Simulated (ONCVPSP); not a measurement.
# What the settings do to the ONCV potential of phosphorus

Base potential:

P (Z = 15), optimised norm-conserving Vanderbilt (ONCV), made with ONCVPSP 4.0.1 (LDA (Perdew-Zunger), scalar-relativistic). Core [Ne], reference 3s1 3p4. Waves: 3s: rc 1.35 bohr, ncon 4, nbas 8, qcut 3.9 1/bohr, 2 projectors, debl 1.9 Ha; 3p: rc 1.60 bohr, ncon 4, nbas 7, qcut 4.9 1/bohr, 3 projectors, debl 3.6 Ha; d scattering state at 0.19 Ha: rc 1.65 bohr, ncon 5, nbas 9, qcut 6.8 1/bohr, 2 projectors, debl 0.7 Ha. Local part: polynomial inside 0.95 bohr (lpopt 5, dvloc0 0 Ha). Core correction: Teter function, fcfact 3, rcfact 1.45.

All-electron outer shells of the reference configuration (LDA (Perdew-Zunger), scalar-relativistic, ld1.x):

```tsv
shell	level (eV)	outermost node (bohr)	outermost maximum (bohr)
2s	-174.63	0.14	0.42
2p	-125.98	–	0.35
3s	-14.73	0.66	1.56
3p	-6.16	0.64	1.81
```

Cutoffs, loose and tight: the cutoffs (Ha) at which the residual kinetic energy of the hardest occupied pseudo-wave falls to 1 and 0.1 mHa per electron. They do not see the model core or the augmentation charge, which bear on the density cutoff. Test errors are all-electron minus pseudo excitation energies from the reference, over the configurations 3s2 3p3; 3s2 3p2; 3s2 3p1; 3s2 3p0. A dash means not determined; rows that change the core or the reference have their own tests.

For the base: The cutoffs count occupied waves only; projector 2 of the s channel, the hardest unoccupied one, needs 109 Ha at the loose tolerance.

```tsv
change	outcome	cutoff, loose	cutoff, tight	bound ghosts	GHOST(+) flags above zero	largest test error (meV)
base	generated	17 Ha	45 Ha	none	s, p	+49
core correction Teter function, fcfact 1.5, rcfact 1.45	generated	17 Ha	45 Ha	none	s, p	+72
core correction Teter function, fcfact 2.2, rcfact 1.45	generated	17 Ha	45 Ha	none	s, p	+61
core correction Teter function, fcfact 2.7, rcfact 1.45	generated	17 Ha	45 Ha	none	s, p	+53
core correction Teter function, fcfact 3.5, rcfact 1.45	generated	17 Ha	45 Ha	none	s, p	+43
core correction Teter function, fcfact 5.4, rcfact 1.45	generated	17 Ha	45 Ha	none	s, p	+21
core correction Teter function, fcfact 5.9, rcfact 1.45	generated	17 Ha	45 Ha	none	s, p	+16
core correction Teter function, fcfact 6.9, rcfact 1.45	generated	17 Ha	45 Ha	none	s, p	+6.2
core correction Teter function, fcfact 7.4, rcfact 1.45	generated	17 Ha	45 Ha	none	s, p	+2.8
```

Task: What comes out with this change to the base: core correction Teter function, fcfact 4.3, rcfact 1.45?

Result: outcome: generated; cutoff, loose: 17 Ha; cutoff, tight: 45 Ha; bound ghosts: none; GHOST(+) flags above zero: s, p; largest test error (meV): +33.

Reading the sweep of the fcfact (base included, trends over the rows without a ghost): The loose cutoff stays near 17 Ha. The median size of the test errors (rows with all tests solved) falls from 7.1 meV at 1.5 to 1.8 meV at 7.4.
